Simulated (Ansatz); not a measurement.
Consider the stannylene formation by 1,1-elimination: `C#[C][Sn]([F])([F])[C]#C` → `[F][Sn][F]` + `C#CC#C`.

Computed with Ansatz on PBE0-D4/def2-TZVP structures; ΔE is electronic, products minus reactants. CCSD(T)/CBS adds triple-zeta CCSD(T) − MP2 to the extrapolated MP2 energy (def2 sets, frozen cores). This one scheme is used for every species. DFT in def2-TZVPP. Elements past krypton have def2 core potentials. For Sn outer-core shells are correlated without core-valence functions, which leaves a few kJ/mol of doubt a bond.

```csv
level,ΔE (eV)
r2SCANh-D4,-0.59
ωB97X-V,-0.32
BLYP,-1.29
PBE0,-0.69
CAM-B3LYP,-0.70
MP2/def2-TZVPP,-0.29
CCSD/def2-TZVPP,-0.18
HF/def2-QZVPP,-0.24
```

Q: What does CCSD(T)/CBS give? (Best estimate.)

A: Computed: -0.28 eV. The listed levels differ from it by -0.31, -0.04, -1.01, -0.41, -0.42, -0.01, 0.10, 0.04 eV.

Largest T1 diagnostic among the species: 0.017.

From BLYP to BHLYP (50 % exact exchange), in def2-TZVPP and without D4, ΔE moves by +0.66 eV. At CCSD(T), def2-SVP lies −0.09 eV from the extrapolated value and def2-TZVPP +0.11 eV.

CCSD(T)/CBS has its own doubt, a few kJ/mol and more with outer-core shells, so smaller differences from it don't rank the levels.
